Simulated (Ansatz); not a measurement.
**Question.** Name a neutral molecule of F, In, O, Si and H with LUMO energy (ωB97M-V/def2-TZVPP) between -0.70 and -0.40 eV and HOMO–LUMO gap (PBE0/def2-TZVPP) between 5.45 and 5.75 eV (Ansatz, PBE0-D4/def2-TZVP geometry).

**Answer.** `O[SiH2][InH][F]` (-0.58 eV, 5.55 eV). Other molecules can fit too; these were computed, each in one conformer that needn't be the lowest.
